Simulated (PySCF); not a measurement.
2-methylidenethietane (C4H6S), SMILES C1SC(C1)=C.

Geometry: B3LYP-D3(BJ)/def2-SVP.

Level of theory: r2SCAN/def2-TZVP (PySCF).

Symmetry labels are those of the subgroup Cs that the program uses (full group Cs).

Computed valence orbital energies around the gap with their symmetry:
| orbital | symmetry | energy (eV) |
|---|---|---|
| HOMO−7 | A' | -11.86 |
| HOMO−6 | A' | -11.39 |
| HOMO−5 | A" | -9.60 |
| HOMO−4 | A' | -9.22 |
| HOMO−3 | A' | -9.01 |
| HOMO−2 | A" | -7.56 |
| HOMO−1 | A' | -7.49 |
| HOMO | A" | -5.23 |
| LUMO | A' | -0.91 |
| LUMO+1 | A" | -0.59 |
| LUMO+2 | A' | 1.02 |
| LUMO+3 | A' | 1.40 |
